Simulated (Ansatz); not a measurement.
Molecule: ethylsilane, C2H8Si (charge 0, singlet). 
Geometry from a B3LYP-D3(BJ)/def2-TZVP (Ansatz, a first-principles code) optimisation:
```
C
H 1 1.0943
H 1 1.0943 2 106.00
C 1 1.5338 2 110.22 3 119.25
H 4 1.0919 1 111.49 2 -58.33
H 4 1.0921 5 107.54 1 122.31
H 4 1.0921 5 107.54 6 115.38
Si 1 1.8812 2 108.24 3 -115.93
H 8 1.4838 1 110.96 2 57.23
H 8 1.4846 9 108.55 1 -121.37
H 8 1.4846 9 108.55 10 -117.26
```

Property: atomisation energy (electronic, to ground-state atoms), in kcal/mol. Correlated levels leave the core frozen unless marked. Open shells are spin-unrestricted. Spin-orbit coupling is left out. No relativistic terms. The coupled-cluster limit lacks core correlation, which all-electron functionals hold. CBS(X,Y): correlation extrapolated as X^-3; Hartree-Fock from the larger set.

```csv
level,program,atomisation energy (kcal/mol)
PBE0/def2-TZVP,Ansatz,…
LC-wPBE-D4/def2-TZVPD,Ansatz + dftd4,…
wB97X-V/def2-TZVPD,Ansatz,…
B2PLYP-D4/def2-TZVPD,Ansatz + dftd4,909.4
SCS-MP2/aug-cc-pV(Q+d)Z,Ansatz,920.8
"CCSD(T)/CBS(aug-cc-pV(T+d)Z,aug-cc-pV(Q+d)Z)",Ansatz,919.9
```

Fill in the missing entries.


- PBE0/def2-TZVP, atomisation energy (kcal/mol): 913.4
- LC-wPBE-D4/def2-TZVPD, atomisation energy (kcal/mol): 917.7
- wB97X-V/def2-TZVPD, atomisation energy (kcal/mol): 922.2
